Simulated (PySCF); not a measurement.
Species: (SiH3)2PPF2, F₂H₆P₂Si₂.
Cartesian coordinates in Å at the PBE0-D3(BJ)/def2-SVP level; atoms count from 1:
```
atom  x, y, z in Å
F1    -0.3653    3.3100   -0.1905
P2    -0.1608    1.8858   -0.9146
F3     1.4249    2.0235   -1.2249
P4     0.0148    0.6194    0.9235
Si5    1.5848   -0.7893    0.0885
Si6   -1.7554   -0.7163    0.4398
H7     1.4369   -0.9870   -1.3853
H8     1.3698   -2.0968    0.7783
H9     2.9402   -0.2615    0.4032
H10   -1.8271   -1.7508    1.5113
H11   -1.6317   -1.3867   -0.8918
H12   -2.9911    0.1210    0.4542
```

Computed with PySCF at PBE0/def2-SVPD, non-relativistic, on one gas-phase PBE0-D3(BJ)/def2-SVP geometry that isn't relaxed in the solvent. The solvent is an IEF-PCM continuum (Bondi radii, 1.10 Å for H, scaled by 1.2). The model holds no explicit solvent molecules, cavitation or dispersion.

Gas phase at PBE0/def2-SVPD: HOMO -7.31 eV, LUMO -1.18 eV, dipole 2.09 D.

What does the continuum do to the energy, the frontier levels and the dipole at PBE0/def2-SVPD in cyclohexane and chloroform?

| solvent | ε | E(solvent) − E(gas) (kcal/mol) | polarisation term (kcal/mol) | distortion of the solute (kcal/mol) | HOMO (eV) | LUMO (eV) | dipole (D) |
| --- | --- | --- | --- | --- | --- | --- | --- |
| cyclohexane | 2.017 | -0.82 | -0.87 | 0.05 | -7.25 | -1.09 | 2.36 |
| chloroform | 4.711 | -1.52 | -1.68 | 0.16 | -7.22 | -1.04 | 2.59 |

Polarisation term: ½ Σ q·V over the induced surface charges. Distortion: the rise of the solute's own energy as its density leaves the gas-phase optimum. From cyclohexane to chloroform the lowering changes by a factor 1.84, Onsager's factor (ε − 1)/(2ε + 1) by 1.76 and ε itself by 2.3.

Which radius a makes the point-dipole formula ΔE = −[(ε − 1)/(2ε + 1)]·μ²/a³ give the value in chloroform, with the gas-phase dipole?

μ = 0.823 au and |ΔE| = 0.00242 Eh give a = 2.45 Å; the farthest nucleus lies 3.34 Å from the centroid of the nuclei, so such a sphere wouldn't even hold the nuclei. The formula assumes a rigid point dipole at the centre of a sphere.

Give the dipole vector in the frame of the coordinates (D, pointing from negative to positive charge), gas and chloroform.

Gas (-0.58, -2.01, 0.03), solvent (-0.76, -2.47, 0.00). Its length changes by +24 % and its direction by 1°.

How does the static polarisability (PBE0/def2-SVPD, frozen core, with the continuum's full static response) change?

| medium | isotropic (au) | principal values (au) | ⟨r²⟩ of the electrons (bohr²) |
| --- | --- | --- | --- |
| gas | 112.4 | 93.7, 119.0, 124.4 | 1410.9 |
| cyclohexane | 129.1 | 108.2, 135.7, 143.3 | 1410.8 |
| chloroform | 145.7 | 124.4, 151.2, 161.6 | 1410.8 |

The isotropic value in chloroform is 1.30 times the gas-phase one; no cavity-field correction is applied. ⟨r²⟩ is taken about the centre of nuclear charge.
